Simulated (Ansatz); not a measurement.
Calculated with Ansatz (gas phase, PBE0-D4/def2-TZVP geometries, no zero-point term in ΔE). CCSD(T)/CBS is the MP2 limit (def2-TZVPP, def2-QZVPP) plus CCSD(T) − MP2 in def2-TZVPP, frozen cores. DFT in def2-TZVPP. B3LYP here is the variant with VWN-RPA as its local correlation; programs differ in this. def2 core potentials past Kr. For Sn, Ti outer-core shells are correlated without core-valence functions, which leaves a few kJ/mol of doubt a bond. Scalar relativity is left out up to krypton. One conformer a species, not always the lowest.

Consider the substitution at a C–O bond: `C[O][Ti]([F])([SH])[Cl]` + `[OH][Sn]([OH])([F])[F]` → `C[O][Sn]([OH])([F])[F]` + `[OH][Ti]([F])([SH])[Cl]`.

```csv
level,ΔE (kJ/mol),difference from CCSD(T)/CBS
PBE-D4,29.0,0.6
r2SCAN-D4,28.5,0.1
PBE0-D4,28.8,0.4
B3LYP-D4,28.4,0.0
ωB97X-V,25.9,-2.5
ωB97M-V,25.6,-2.8
B2PLYP,31.9,3.5
PBE,29.4,1.0
r2SCAN,28.4,0.0
PBE0,29.0,0.6
B3LYP,29.2,0.8
HF/def2-TZVPP,26.7,-1.7
MP2/def2-TZVPP,34.1,5.7
SCS-MP2/def2-TZVPP,31.9,3.5
CCSD/def2-TZVPP,28.4,0.0
CCSD(T)/def2-TZVPP,30.6,2.2
HF/def2-QZVPP,26.1,-2.3
MP2/def2-QZVPP,32.6,4.2
SCS-MP2/def2-QZVPP,30.4,2.0
HF/CBS(def2),26.0,-2.4
MP2/CBS(def2),31.8,3.4
CCSD/CBS(def2),26.1,-2.3
CCSD(T)/CBS,28.4,0
```

Largest T1 diagnostic among the species: 0.025, so the coupled-cluster value is less sure than usual.

In def2-TZVPP, CCSD(T) changes the Hartree–Fock value by +3.9 kJ/mol (the triples alone add +2.2 kJ/mol) and MP2 by +7.4 kJ/mol.
